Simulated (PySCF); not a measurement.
Ge(H)2(Et)(Vi), C4H10Ge, SMILES C[CH2][GeH2][CH]=C, GFN2-xTB optimised geometry.

```
15

Ge    -0.54    -0.72     0.00
C     -1.20    -1.58    -1.63
C     -2.02    -1.01    -2.49
C     -1.19    -1.64     1.63
C     -0.67    -1.01     2.92
H     -0.97     0.72     0.00
H      0.97    -0.72     0.00
H     -0.87    -2.60    -1.80
H     -2.37    -1.52    -3.38
H     -2.37     0.00    -2.35
H     -0.89    -2.69     1.59
H     -2.28    -1.63     1.64
H     -0.98     0.03     2.99
H     -1.04    -1.54     3.79
H      0.42    -1.04     2.94
```

Density from PBE0/def2-TZVP (PySCF) at that geometry.

Minimum of the electron density along straight lines between bonded atoms, close to the bond critical point (lines longer than 1.1 times the sum of covalent radii, or with two minima, are not listed):

```json
[
 {"bond": "Ge1–C2", "length / Å": "1.952", "ρ at the minimum / e bohr⁻³": "0.128", "∇²ρ there / e bohr⁻⁵": "0.12", "position (fraction from the first atom)": "0.47"},
 {"bond": "C2–C3", "length / Å": "1.323", "ρ at the minimum / e bohr⁻³": "0.356", "∇²ρ there / e bohr⁻⁵": "-1.10", "position (fraction from the first atom)": "0.50"},
 {"bond": "Ge1–C4", "length / Å": "1.985", "ρ at the minimum / e bohr⁻³": "0.123", "∇²ρ there / e bohr⁻⁵": "0.06", "position (fraction from the first atom)": "0.47"},
 {"bond": "C4–C5", "length / Å": "1.522", "ρ at the minimum / e bohr⁻³": "0.244", "∇²ρ there / e bohr⁻⁵": "-0.59", "position (fraction from the first atom)": "0.50"},
 {"bond": "Ge1–H6", "length / Å": "1.506", "ρ at the minimum / e bohr⁻³": "0.140", "∇²ρ there / e bohr⁻⁵": "0.09", "position (fraction from the first atom)": "0.59"},
 {"bond": "Ge1–H7", "length / Å": "1.508", "ρ at the minimum / e bohr⁻³": "0.139", "∇²ρ there / e bohr⁻⁵": "0.09", "position (fraction from the first atom)": "0.59"},
 {"bond": "C2–H8", "length / Å": "1.084", "ρ at the minimum / e bohr⁻³": "0.282", "∇²ρ there / e bohr⁻⁵": "-0.99", "position (fraction from the first atom)": "0.64"},
 {"bond": "C3–H9", "length / Å": "1.080", "ρ at the minimum / e bohr⁻³": "0.286", "∇²ρ there / e bohr⁻⁵": "-1.02", "position (fraction from the first atom)": "0.64"},
 {"bond": "C3–H10", "length / Å": "1.079", "ρ at the minimum / e bohr⁻³": "0.288", "∇²ρ there / e bohr⁻⁵": "-1.03", "position (fraction from the first atom)": "0.64"},
 {"bond": "C4–H11", "length / Å": "1.092", "ρ at the minimum / e bohr⁻³": "0.275", "∇²ρ there / e bohr⁻⁵": "-0.92", "position (fraction from the first atom)": "0.64"},
 {"bond": "C4–H12", "length / Å": "1.092", "ρ at the minimum / e bohr⁻³": "0.276", "∇²ρ there / e bohr⁻⁵": "-0.93", "position (fraction from the first atom)": "0.64"},
 {"bond": "C5–H13", "length / Å": "1.089", "ρ at the minimum / e bohr⁻³": "0.279", "∇²ρ there / e bohr⁻⁵": "-0.96", "position (fraction from the first atom)": "0.64"},
 {"bond": "C5–H14", "length / Å": "1.089", "ρ at the minimum / e bohr⁻³": "0.278", "∇²ρ there / e bohr⁻⁵": "-0.95", "position (fraction from the first atom)": "0.64"},
 {"bond": "C5–H15", "length / Å": "1.089", "ρ at the minimum / e bohr⁻³": "0.279", "∇²ρ there / e bohr⁻⁵": "-0.96", "position (fraction from the first atom)": "0.64"}
]
```
